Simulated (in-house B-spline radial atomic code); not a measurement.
Tm3+: [Xe] 4f12

Level of theory: Dirac-Hartree-Fock, average of configuration, Fermi nucleus of rms radius 5.2256 fm; calculated with a radial B-spline atomic code at the basis-set limit.

Effective charges: Z_r = [3n² - l(l+1)]/(2<r>) from the radius, Z_e = n√(-2ε) from the energy, and Slater's rules. Values are occupation-weighted means over j. An effective charge above Z reflects the relativistic contraction of the inner shells.

```csv
shell,electrons,ε (eV),<r> (bohr),Z_r,Z_e,Slater
1s,2,-59783,0.02001,74.97,66.29,68.70
2s,2,-10241,0.08424,71.23,54.87,64.85
2p,6,-9084.7,0.07506,66.61,51.68,64.85
3s,2,-2383.9,0.2199,61.40,39.71,57.75
3p,6,-2023.1,0.2191,57.05,36.58,57.75
3d,10,-1555,0.1998,52.55,32.07,47.85
4s,2,-524.58,0.4979,48.20,24.84,41.25
4p,6,-402.53,0.5271,43.64,21.76,41.25
4d,10,-232.44,0.572,36.71,16.53,29.85
5s,2,-95.545,1.229,30.50,13.25,13.05
5p,6,-63.227,1.422,25.67,10.78,13.05
4f,12,-47.749,0.729,24.69,7.49,19.15
```

The least bound orbital is 4f7/2 at -47.15 eV, while the most diffuse is 5p3/2 (<r> = 1.453 bohr against 0.7341 bohr): energy order and size order differ.

Spin-orbit splittings of the orbital energies (j = l + 1/2 above j = l - 1/2 when positive): 2p 982.5 eV, 3p 211.1 eV, 3d 45.62 eV, 4p 48.17 eV, 4d 8.971 eV, 5p 6.591 eV, 4f 1.401 eV.

For the 1s electron the small component carries 6.69 % of the norm, the zero-frequency Breit interaction raises the level by 193 eV, self-energy by 118 eV, and vacuum polarisation lowers it by 20.72 eV.

The density falls to 0.001 bohr⁻³ at 3.09 bohr; Σ<r²> = 32.512 bohr² gives, by the non-relativistic formula and without the paramagnetism of open shells, a Langevin diamagnetic susceptibility of -25.75×10⁻⁶ cm³/mol.
